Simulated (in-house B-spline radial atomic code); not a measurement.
Checks on a self-consistent run for Br IV (Br3+), [Ne] 3s2 3p5 3d10 4s2 4p2 4f1. Computed with an all-electron radial atomic-structure program (B-spline basis): non-relativistic Hartree-Fock, spin-polarised, averaged over the determinants with the given up and down occupations, point nucleus.

```csv
orbital,q,ε (Eh),<1/r>,<r²>
1s up,1,-492.70074,34.5014,0.00255408
1s down,1,-492.62082,34.5048,0.00255335
2s up,1,-67.66594,7.68076,0.0438785
2s down,1,-67.60896,7.68282,0.0437997
2p up,3,-61.05266,7.62922,0.034086
2p down,3,-60.94583,7.61899,0.0342086
3s up,1,-12.19432,2.56689,0.34989
3s down,1,-11.80264,2.55098,0.35278
3p up,3,-9.79410,2.4514,0.363386
3p down,2,-9.58725,2.44707,0.365764
3d up,5,-5.51778,2.21388,0.38728
3d down,5,-5.31857,2.21269,0.388872
4s up,1,-2.67019,0.875022,2.52719
4s down,1,-2.38438,0.870596,2.57472
4p up,2,-2.03705,0.789531,3.07803
4f up,1,-0.52447,0.284261,18.7606
```

Electron-electron repulsion V_ee = 938.9408 hartree, kinetic energy T = 2561.9214 hartree.

Task: What total energy follows from the eigenvalues?

Result: The eigenvalues count the repulsion twice, so E = Σqε - V_ee = -1622.981 - 938.941 = -2561.921 hartree; the run printed -2561.921.

Task: What is the virial ratio?

Result: -V/T = (T - E)/T = 2.000000; at the Hartree-Fock limit it is 2.

Task: What diamagnetic shielding (Lamb formula) and susceptibility (Langevin formula) do the radii give?

Result: σ = (α²/3)Σq<1/r> = 173.222/(3·137.036²) = 3074.8 ppm, and χ = -0.79199×10⁻⁶·Σq<r²> = -29.08×10⁻⁶ cm³/mol with Σq<r²> = 36.721 bohr². Both are non-relativistic formulas without the paramagnetism of open shells.
